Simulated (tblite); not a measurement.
Species: C8H14OSi.
Atom-mapped SMILES: `[CH2:1]=[C:2]([CH3:3])[C@@H:4]1[CH2:5][SiH2:6][C@@H:7]1[C:8]([CH3:9])=[O:10]` (hydrogens: H11, H12 on C1; H13, H14, H15 on C3; H16 on C4; H17, H18 on C5; H19, H20 on Si6; H21 on C7; H22, H23, H24 on C9)

Geometry (GFN2-xTB, Å), atoms numbered from 1 in this order:
```xyz
24
C8H14OSi angstrom
C     -1.705   -0.869    1.492
C     -1.425   -0.507    0.248
C     -1.716   -1.402   -0.915
C     -0.758    0.820   -0.010
C     -0.643    1.336   -1.458
Si     1.095    2.020   -1.097
C      0.747    0.850    0.404
C      1.454   -0.431    0.166
C      2.255   -0.962    1.330
O      1.424   -1.003   -0.904
H     -1.496   -0.229    2.334
H     -2.153   -1.821    1.722
H     -0.789   -1.661   -1.424
H     -2.374   -0.903   -1.627
H     -2.198   -2.316   -0.578
H     -1.266    1.578    0.593
H     -1.447    2.006   -1.754
H     -0.603    0.521   -2.175
H      1.157    3.420   -0.674
H      2.207    1.636   -1.955
H      0.902    1.201    1.422
H      2.912   -0.186    1.717
H      1.567   -1.252    2.123
H      2.840   -1.827    1.028
```

Calculated harmonic vibrations of the isolated species, GFN2-xTB (tblite), most abundant isotopes, no scaling. This tight-binding method is rough: wavenumbers can miss measured ones by several per cent, in bad cases by 10 to 20. Modes of hydrogen on silicon can be 10 to 20 % off. One conformer, not necessarily the lowest. The optimisation stopped once no atom felt more than 0.01 eV/Å.

Lowest wavenumbers of the output (negative numbers stand for imaginary wavenumbers):
```
mode    cm-1
  1     -24.8
  2      49.3
  3      79.5
  4     128.1
  5     137.7
  6     148.3
  7     217.4
  8     247.7
  9     288.0
 10     305.1
 11     386.3
 12     431.7
 13     457.1
 14     467.5
 15     495.8
```

Is this structure a minimum?

Not by this Hessian. 1 mode is imaginary beyond 20i (25i cm⁻¹), so at this level the point lies at or near a first-order saddle. The curvature is small, so loose convergence or finite differences may be the whole cause.

Which atoms move in the imaginary mode?

25i: C9 (methyl carbon next to a carbonyl) 38 %, O10 (ketone oxygen) 24 %. These are shares of the mass-weighted motion.

What is the remedy?

Step along that mode in both directions, optimise again with tighter thresholds and repeat the frequencies. The zero-point energy of this point (121.7 kcal/mol) counts the 65 real modes alone, and thermal corrections from it aren't those of a minimum.
